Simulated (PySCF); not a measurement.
Which element holds O most strongly?

PBE0 in PySCF with def2-TZVPPD on every atom (core potentials on Mo, Sn), for the lowest determinant that a PBE0 search found; no spin–orbit coupling. D0 is De less the harmonic zero-point energy.

```csv
M,state (unpaired electrons),Re (Å),ωe (cm⁻¹),D0(MO) (eV)
Sn,singlet (closed shell),1.818,869,5.31
C,singlet (closed shell),1.123,2238,10.93
Zn,"triplet (σ ↑, π ↑)",1.867,530,1.40
P,doublet (π ↑),1.474,1286,5.94
Mo,"quintet (σ ↑, π ↑, δ ↑↑)",1.682,975,5.05
Si,singlet (closed shell),1.508,1272,7.83
Al,doublet (σ ↑),1.619,967,5.00
```

Problem. Order the elements by D0 and give the energy of SnO + Al → AlO + Sn.

Solution. C > Si > P > Sn > Mo > Al > Zn; ΔE = 5.31 − 5.00 = +0.31 eV at PBE0/def2-TZVPPD. Close neighbours can swap at other levels.

The metal atom is held in its measured ground configuration; semilocal functionals can put another filling of s and d lower by some tenths of an eV, and De to that atom would be smaller. Spin–orbit coupling is left out, which matters for elements this heavy, above all for dissociation energies. States were picked by a PBE0 search and need not be the measured ground states.
